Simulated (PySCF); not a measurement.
# Gas-phase XPS of Si(CF3)2Me2, computed

Compound: Si(CF3)2Me2, C₄H₆F₆Si.
Z-matrix (Å and degrees, PBE0-D3(BJ)/def2-SVP geometry), rows numbered from 1:
```
Si
C   1  1.9314
F   2  1.3482  1  109.62
F   2  1.3403  1  112.83  3  -119.13
F   2  1.3403  1  112.71  3   119.14
C   1  1.9309  2  106.25  3  -179.68
F   6  1.3485  1  109.87  2  -177.13
F   6  1.3405  1  112.71  2    63.59
F   6  1.3411  1  112.51  2   -58.00
C   1  1.8597  2  108.59  3    63.73
H  10  1.1007  1  110.51  2   177.09
H  10  1.1002  1  110.62  2    57.09
H  10  1.1006  1  110.56  2   -62.92
C   1  1.8596  2  108.62  3   -62.91
H  14  1.1008  1  110.51  2    63.11
H  14  1.1002  1  110.61  2   -56.84
H  14  1.1006  1  110.56  2  -176.99
```

Method used: delta-SCF UKS SCAN, pcX-2 on the ionised atom, pcseg-1 elsewhere, spin-free X2C (PySCF 2.14.0). Vertical ΔSCF values, vacuum level as zero.

Q: List the computed XPS lines with their assignment.

A: 
```csv
atom(s),environment,level,binding energy (eV),2p1/2 (eV),above the level's lowest (eV),count
Si1,silicon bonded to 4 C,Si 2p3/2,107.43,108.05,0.00,1
C10/C14,carbon bonded to Si and 3 H,C 1s,290.95,–,0.00,2
C2/C6,carbon bonded to 3 F and Si,C 1s,297.49,–,+6.54,2
F3 (×6),fluorine bonded to C,F 1s,693.79,–,0.00,6
Si1,silicon bonded to 4 C,Si 1s,1847.20,–,0.00,1
```

Lowest listed C 1s: C10/C14, bonded to 3 H and Si. Highest, 6.54 eV above it: C2/C6, bonded to 3 F and Si.

Q: Express the binding energy of F 1s of F3 (×6) in atomic units and per mole.

A: 693.79 eV = 25.4963 Eh = 66941 kJ/mol.

Q: What is the longest wavelength that can ionise F 1s of F3 (×6) vertically?

A: λ = hc/E = 12398.42 eV Å / 693.79 eV = 17.871 Å.

Topologically equivalent atoms share the value of their first member; where this conformer doesn't relate them by symmetry, their own values could differ. The 2p values aren't plain energy differences: one relaxed spin-free 2p hole is combined with a matrix within the shell (ground-state 2p orbital-energy differences and spin–orbit coupling). 2p3/2, the mean of its two sublevels, lies a third of the splitting below the shell's mean and 2p1/2 two thirds above it; the statistical areas are 2:1. 2p1/2 minus 2p3/2 (ligand field included): Si 0.62 eV. Geometry: PBE0-D3(BJ)/def2-SVP; no solvent, vibrations or thermal averaging.
